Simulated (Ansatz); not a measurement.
Consider the redistribution: `CS[SiH2][AlH][NH2]` + `O=CBCl` → `[NH2][AlH][CH]=O` + `CS[SiH2]BCl`.

Gas-phase electronic energies from Ansatz, PBE0-D4/def2-TZVP geometries. CCSD(T)/CBS is the MP2 limit (def2-TZVPP, def2-QZVPP) plus CCSD(T) − MP2 in def2-TZVPP, frozen cores. Each species was taken in one conformer, which may not be the lowest.

| species | CCSD(T)/CBS(def2) energy (Eh) |
| --- | --- |
| `CS[SiH2][AlH][NH2]` | -1026.49476 |
| `O=CBCl` | -598.99716 |
| `[NH2][AlH][CH]=O` | -412.35100 |
| `CS[SiH2]BCl` | -1213.12975 |

Task: Work out ΔE.

Result: ΔE = (-412.35100) + (-1213.12975) − (-1026.49476) − (-598.99716) = 0.01117 Eh = +7.0 kcal/mol.

Largest T1 diagnostic among the species: 0.016.
